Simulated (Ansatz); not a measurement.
# Energy profile

The step: BNH₂BrF ([NH2][B]([F])[Br]) → BNHF ([NH][B][F]) + HBr; bonds formed: Br2–H4; bonds broken: B1–Br2, N3–H4 (atoms numbered as in the saddle structure below).

```
atom    x (Å)    y (Å)    z (Å)
  B1   0.4140   0.6889   0.3135
 Br2   0.4121  -1.1055  -1.9086
  N3  -0.5643  -0.0892   0.6261
  H4  -0.4025  -0.8344  -0.5090
  F5   1.3598   1.5096   0.0960
  H6  -1.2193  -0.1694   1.3819
```

Electronic energies by CCSD(T) at an estimated basis limit (MP2 extrapolated from triple and quadruple zeta, plus CCSD(T) − MP2 in triple zeta), on PBE0-D4/def2-TZVP structures; BNH₂BrF, closed shell; no counterpoise correction. Program: Ansatz 0.2.0. Basis: def2-TZVPP and def2-QZVPP. Cores are frozen in the correlated methods. Filled d shells of the heavier atoms are correlated. The def2 sets are not built for correlating such inner shells, so the correlated values are less sure here. Extrapolation: Hartree–Fock as exp(−7.88 √X), correlation as X^−2.97.

Give the profile in kJ/mol, counted from the start structure. (Judge from chemistry; the value comes from the calculation.)

By the calculation:
```csv
point,kJ/mol
start structure,0.0
saddle,302.6
end structure,258.5
"separated: BNHF (linked as [NH][B][F]; B1, N3, F5, H6; singlet) + HBr (Br2, H4; singlet)",271.2
```

No T1 diagnostic of these runs exceeds 0.014.

For scale, one of the runs: CCSD(T)/def2-TZVPP, 169 basis functions, launched by `ansatz run in.yaml --threads 4 --pin off --events-out ev --progress --plain --max-ram 9574MiB`. The run took 35 s on 4 CPU threads of an Arm Neoverse V1 (shared host), with 1.5 GiB of host memory at its peak.
